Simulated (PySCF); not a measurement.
Several compounds and their computed core spectra got separated.

Computed with delta-SCF UKS SCAN, pcX-2 on the ionised atom, pcseg-1 elsewhere, spin-free X2C (PySCF). Geometries: PBE0-D3(BJ)/def2-SVP; isolated species, one conformer each.

Line lists (1s up to Mg, 2p3/2 beyond, nothing for Br or Ge; areas count atoms within a level, one atom standing for each set equivalent by bonding):
1. B 1s: 195.83 (area 1), 196.08 (area 2), 196.16 (area 1) eV; N 1s: 404.58 (area 1), 404.94 (area 2) eV
2. P 2p3/2: 136.72 eV
3. C 1s: 291.99 eV; N 1s: 404.29 (area 1), 404.76 (area 1) eV; Si 2p3/2: 107.00 eV

Structures:
A. `[PH2][GeH2][Br]`
B. `C=N[SiH2]N`
C. `N1BNBN(B1)B`

Question: Which list belongs to which compound?

Answer: 
- 1 = C: no other candidate has this set of levels. B 1s: 195.83 three-coordinate boron, 196.08 three-coordinate boron (×2), 196.16 three-coordinate boron; N 1s: 404.58 boron-bound nitrogen, 404.94 boron-bound nitrogen (×2).
- 2 = A: no other candidate has this set of levels. P 2p3/2: 136.72 three-coordinate phosphorus.
- 3 = B: no other candidate has this set of levels. C 1s: 291.99 C=N carbon; N 1s: 404.29 C=N nitrogen, 404.76 silicon-bound nitrogen; Si 2p3/2: 107.00 SiH2 silicon.

The 2p values add to the ΔSCF energy of one spin-free hole a correction within the shell (spin–orbit coupling, ligand field). 1 of these hole states is spin-contaminated (⟨S²⟩ 0.87, against 0.75; counted from 0.85) and less certain.
